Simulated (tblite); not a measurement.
Compound: C7H17B.
Atom-mapped SMILES: `[CH3:1][B:2]([CH3:3])[CH2:4][CH2:5][CH:6]([CH3:7])[CH3:8]` (hydrogens: H9, H10, H11 on C1; H12, H13, H14 on C3; H15, H16 on C4; H17, H18 on C5; H19 on C6; H20, H21, H22 on C7; H23, H24, H25 on C8)

Computed with GFN2-xTB (tblite), gas phase: L-BFGS steps from a force-field or distance-geometry start until the largest atomic force falls under 0.01 eV/Å.

The end geometry, which sets the zero of energy:
```
atom  x, y, z in Å
C1      2.0481    1.3908    0.8457
B2      1.7297    0.0105    0.1533
C3      2.3791   -1.3094    0.7259
C4      0.8049   -0.0693   -1.1349
C5     -0.5679    0.6023   -0.9728
C6     -1.3656    0.0588    0.2176
C7     -2.6239    0.8973    0.4357
C8     -1.7518   -1.4050    0.0221
H9      1.5287    2.2463    0.4224
H10     3.1176    1.5931    0.7815
H11     1.8212    1.3579    1.9108
H12     2.9205   -1.8508   -0.0493
H13     3.0617   -1.1488    1.5572
H14     1.6010   -1.9907    1.0703
H15     1.3200    0.4476   -1.9517
H16     0.6570   -1.0953   -1.4765
H17    -1.1548    0.4703   -1.8862
H18    -0.4230    1.6751   -0.8280
H19    -0.7337    0.1366    1.1098
H20    -2.3706    1.9435    0.5928
H21    -3.1729    0.5443    1.3061
H22    -3.2785    0.8301   -0.4312
H23    -0.8699   -2.0333   -0.0624
H24    -2.3483   -1.5213   -0.8807
H25    -2.3395   -1.7565    0.8677
```

**Question.** These geometries come from the run, each turned onto the end geometry. Order them by energy, lowest first.
A.
```
atom  x, y, z in Å
C1      2.1150    1.3928    0.8246
B2      1.7390    0.0124    0.1609
C3      2.3788   -1.3202    0.7134
C4      0.7827   -0.0584   -1.1042
C5     -0.5802    0.6269   -0.9283
C6     -1.3919    0.0659    0.2430
C7     -2.6731    0.8801    0.4089
C8     -1.7378   -1.4067    0.0381
H9      1.5931    2.2516    0.4097
H10     3.1849    1.5711    0.7051
H11     1.9368    1.3783    1.8997
H12     2.9711   -1.8055   -0.0622
H13     3.0217   -1.1874    1.5798
H14     1.6051   -2.0385    0.9831
H15     1.2911    0.4459   -1.9332
H16     0.6096   -1.0829   -1.4378
H17    -1.1648    0.5138   -1.8459
H18    -0.4311    1.6961   -0.7620
H19    -0.7881    0.1600    1.1526
H20    -2.4424    1.9331    0.5528
H21    -3.2461    0.5341    1.2659
H22    -3.2970    0.7829   -0.4777
H23    -0.8496   -2.0286    0.1015
H24    -2.1940   -1.5525   -0.9386
H25    -2.4438   -1.7401    0.7961
```
B.
```
atom  x, y, z in Å
C1      2.1560    1.3807    0.7911
B2      1.7519   -0.0056    0.1585
C3      2.4016   -1.3325    0.7128
C4      0.7685   -0.0660   -1.0853
C5     -0.5768    0.6495   -0.8805
C6     -1.4257    0.0763    0.2591
C7     -2.7282    0.8680    0.3719
C8     -1.7360   -1.4035    0.0513
H9      1.6322    2.2409    0.3832
H10     3.2221    1.5514    0.6420
H11     2.0086    1.3843    1.8697
H12     3.0243   -1.7915   -0.0548
H13     3.0230   -1.1939    1.5939
H14     1.6412   -2.0727    0.9569
H15     1.2713    0.4468   -1.9138
H16     0.5769   -1.0830   -1.4325
H17    -1.1583    0.6036   -1.8057
H18    -0.3837    1.7027   -0.6659
H19    -0.8607    0.1866    1.1920
H20    -2.5248    1.9236    0.5352
H21    -3.3303    0.5039    1.2009
H22    -3.3131    0.7704   -0.5413
H23    -0.8354   -2.0025    0.1483
H24    -2.1633   -1.5659   -0.9365
H25    -2.4522   -1.7477    0.7945
```
C.
```
atom  x, y, z in Å
C1      2.3179    1.3844    0.7922
B2      1.7972    0.0266    0.1927
C3      2.4514   -1.3239    0.6858
C4      0.7567   -0.0288   -0.9953
C5     -0.6087    0.6583   -0.8321
C6     -1.5086    0.0893    0.2757
C7     -2.8413    0.8456    0.2852
C8     -1.7841   -1.4026    0.0810
H9      1.8459    2.2784    0.3920
H10     3.3919    1.4626    0.6139
H11     2.1926    1.3884    1.8740
H12     3.0777   -1.7346   -0.1091
H13     3.0742   -1.2258    1.5739
H14     1.6957   -2.0826    0.8862
H15     1.2690    0.4617   -1.8314
H16     0.5921   -1.0578   -1.3109
H17    -1.1434    0.5594   -1.7781
H18    -0.4521    1.7226   -0.6447
H19    -1.0109    0.2324    1.2418
H20    -2.7047    1.9044    0.4930
H21    -3.5071    0.4299    1.0377
H22    -3.3372    0.7608   -0.6801
H23    -0.8604   -1.9724    0.0434
H24    -2.3366   -1.5558   -0.8441
H25    -2.3780   -1.7965    0.9027
```
D.
```
atom  x, y, z in Å
C1      2.2361    1.3818    0.7972
B2      1.7581    0.0068    0.1886
C3      2.4210   -1.3292    0.7072
C4      0.7444   -0.0613   -1.0351
C5     -0.5963    0.6702   -0.8571
C6     -1.4659    0.0931    0.2651
C7     -2.7920    0.8486    0.3263
C8     -1.7428   -1.3935    0.0567
H9      1.7435    2.2607    0.3891
H10     3.3075    1.4882    0.6182
H11     2.1218    1.4119    1.8801
H12     3.0451   -1.7414   -0.0863
H13     3.0460   -1.2106    1.5885
H14     1.6894   -2.1030    0.9294
H15     1.2435    0.4037   -1.8935
H16     0.5395   -1.0892   -1.3389
H17    -1.1604    0.6244   -1.7953
H18    -0.3917    1.7216   -0.6405
H19    -0.9293    0.2242    1.2126
H20    -2.6329    1.9071    0.5186
H21    -3.4247    0.4416    1.1106
H22    -3.3215    0.7477   -0.6191
H23    -0.8215   -1.9684    0.0822
H24    -2.2320   -1.5488   -0.9040
H25    -2.3960   -1.7621    0.8446
```
E.
```
atom  x, y, z in Å
C1      2.3808    1.3652    0.8352
B2      1.6983    0.0596    0.3034
C3      2.4109   -1.2622    0.6748
C4      0.7643    0.0221   -0.9589
C5     -0.6342    0.6192   -0.8146
C6     -1.5370    0.0097    0.2672
C7     -2.8274    0.8105    0.1798
C8     -1.8868   -1.4754    0.1409
H9      2.0434    2.2946    0.3846
H10     3.4352    1.2343    0.5852
H11     2.3510    1.4530    1.9136
H12     2.9971   -1.4968   -0.2156
H13     3.1079   -1.1233    1.4894
H14     1.7613   -2.1069    0.8668
H15     1.2630    0.6656   -1.6791
H16     0.7224   -0.9714   -1.4073
H17    -1.1601    0.5653   -1.7659
H18    -0.4999    1.6659   -0.5390
H19    -1.0625    0.1617    1.2433
H20    -2.5990    1.8452    0.3917
H21    -3.5762    0.4336    0.8612
H22    -3.1879    0.7358   -0.8387
H23    -1.0123   -2.1074    0.0651
H24    -2.5592   -1.6495   -0.6899
H25    -2.4038   -1.7242    1.0521
```

**Answer.** A (0.006 eV), B (0.013 eV), D (0.029 eV), C (0.057 eV), E (0.341 eV).

In the order of the answer:

```json
{"step": "71", "E above end (eV)": "0.006", "largest force (eV/Å)": "0.04", "rms force component (eV/Å)": "0.012", "rms distance from end (Å)": "0.083", "rms bond change (Å)": "0.000", "bond most changed (Å)": "C4–C5 -0.001"}
{"step": "55", "E above end (eV)": "0.013", "largest force (eV/Å)": "0.04", "rms force component (eV/Å)": "0.014", "rms distance from end (Å)": "0.135", "rms bond change (Å)": "0.001", "bond most changed (Å)": "C3–H14 -0.001"}
{"step": "37", "E above end (eV)": "0.029", "largest force (eV/Å)": "0.10", "rms force component (eV/Å)": "0.030", "rms distance from end (Å)": "0.187", "rms bond change (Å)": "0.001", "bond most changed (Å)": "B2–C4 +0.003"}
{"step": "26", "E above end (eV)": "0.057", "largest force (eV/Å)": "0.14", "rms force component (eV/Å)": "0.044", "rms distance from end (Å)": "0.230", "rms bond change (Å)": "0.002", "bond most changed (Å)": "B2–C4 -0.008"}
{"step": "3", "E above end (eV)": "0.341", "largest force (eV/Å)": "0.52", "rms force component (eV/Å)": "0.171", "rms distance from end (Å)": "0.329", "rms bond change (Å)": "0.009", "bond most changed (Å)": "B2–C3 -0.032"}
```
